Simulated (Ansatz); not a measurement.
A structure drawn as `[SeH][SiH]1BO1`, with this starting geometry:

```xyz
7

Se    1.872    0.222    1.065
Si    0.137   -0.359   -0.214
B    -1.516    0.624    0.235
O    -1.214   -0.641    0.724
H     2.819    0.313   -0.187
H     0.244   -1.445   -1.216
H    -2.342    1.285   -0.408
```

The species carries charge 0 and has multiplicity 1.

Relax it with Ansatz at PBE-D4/def2-SVP and then PBE0-D4/def2-TZVP. Is the drawn bonding still there?

Yes, every drawn bond is still there and no new one forms.

Give the relaxed structure. (Estimate.)

Ansatz gave: 
Z-matrix (Å, degrees):
```
Si
B 1 1.896
O 1 1.752 2 42.9
Se 1 2.255 2 124.1 3 -92.6
H 1 1.479 2 125.6 3 80.1
H 2 1.189 1 165.4 3 178.1
H 4 1.470 1 93.6 2 148.0
```
All modes are real.

Atoms count as bonded under 1.1 times the sum of their covalent radii (H–H under 0.85 Å, pairs among N, O and F under 1.55 Å), and a drawn bond as lost past 1.3 times.
